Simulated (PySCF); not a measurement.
GeH5Si, SMILES [SiH2][GeH3] (connectivity only; charge and spin as stated), charge +1, multiplicity 1.

Geometry optimised at PBE0-D3(BJ)/def2-TZVP. The spin state was assumed, not searched. The isomer is the one that the SMILES or the coordinates give; other isomers of the formula were not compared.

All values below come from TDDFT-PBE0/def2-SVPD run with PySCF.

Vertical excitations.  State labels are in the subgroup Cs.

```json
[
 {"state": "S1", "symmetry": "A'", "energy (eV)": "3.67", "λ (nm)": "338", "f": "0.005", "main pairs": "HOMO→LUMO 98 %"},
 {"state": "S2", "symmetry": "A\"", "energy (eV)": "4.54", "λ (nm)": "273", "f": "0.002", "main pairs": "HOMO−1→LUMO 97 %"},
 {"state": "S3", "symmetry": "A'", "energy (eV)": "4.96", "λ (nm)": "250", "f": "0.048", "main pairs": "HOMO−2→LUMO 97 %"},
 {"state": "S4", "symmetry": "A\"", "energy (eV)": "5.40", "λ (nm)": "230", "f": "0.000", "main pairs": "HOMO−3→LUMO 97 %"},
 {"state": "S5", "symmetry": "A'", "energy (eV)": "8.10", "λ (nm)": "153", "f": "0.350", "main pairs": "HOMO→LUMO+1 74 %"},
 {"state": "S6", "symmetry": "A\"", "energy (eV)": "8.14", "λ (nm)": "152", "f": "0.046", "main pairs": "HOMO→LUMO+2 60 %, HOMO−1→LUMO+1 31 %"},
 {"state": "S7", "symmetry": "A\"", "energy (eV)": "8.28", "λ (nm)": "150", "f": "0.001", "main pairs": "HOMO−1→LUMO+1 67 %, HOMO→LUMO+2 30 %"},
 {"state": "S8", "symmetry": "A'", "energy (eV)": "8.31", "λ (nm)": "149", "f": "0.056", "main pairs": "HOMO−2→LUMO+1 88 %"},
 {"state": "S9", "symmetry": "A\"", "energy (eV)": "8.75", "λ (nm)": "142", "f": "0.009", "main pairs": "HOMO−2→LUMO+2 87 %"},
 {"state": "S10", "symmetry": "A'", "energy (eV)": "8.77", "λ (nm)": "141", "f": "0.017", "main pairs": "HOMO→LUMO+3 95 %"},
 {"state": "T1", "symmetry": "A'", "energy (eV)": "2.85", "λ (nm)": "434", "f": "0", "main pairs": "HOMO→LUMO 99 %"},
 {"state": "T2", "symmetry": "A\"", "energy (eV)": "4.27", "λ (nm)": "291", "f": "0", "main pairs": "HOMO−1→LUMO 74 %, HOMO−3→LUMO 26 %"},
 {"state": "T3", "symmetry": "A'", "energy (eV)": "4.38", "λ (nm)": "283", "f": "0", "main pairs": "HOMO−2→LUMO 99 %"},
 {"state": "T4", "symmetry": "A\"", "energy (eV)": "4.86", "λ (nm)": "255", "f": "0", "main pairs": "HOMO−3→LUMO 73 %, HOMO−1→LUMO 26 %"}
]
```
Triplets are in the Tamm–Dancoff approximation, which puts them higher than full response would, so one can lie above its singlet here.
